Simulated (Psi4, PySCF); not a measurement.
PySCF was given this input:
```python
from pyscf import gto, scf, dft

mol = gto.Mole()
mol.atom = '''
    Cl   -0.000000   -0.000000   -1.008426
    Cl    0.000000    0.000000    1.008426
'''
mol.basis = 'sto-3g'
mol.charge = 0
mol.spin = 0
mol.verbose = 3
mol.build()

mf = dft.RKS(mol)
mf.xc = 'b97m_v'
mf.grids.atom_grid = (99, 590)
mf.grids.prune = None
mf.kernel()
```

Write the same job for Psi4.

Several could match; the one computed here: 
```
memory 2 GB

molecule mol {
0 1
  Cl   -0.000000   -0.000000   -1.008426
  Cl    0.000000    0.000000    1.008426
}

set basis sto-3g
set reference rks
set scf_type pk
set puream true
set d_convergence 1e-8
set dft_radial_points 99
set dft_spherical_points 590

energy('b97m-v')
print_variables()
```

Both were run: PySCF gave -910.248427 Eh and Psi4 -910.248431 Eh, 0.003 mEh apart.
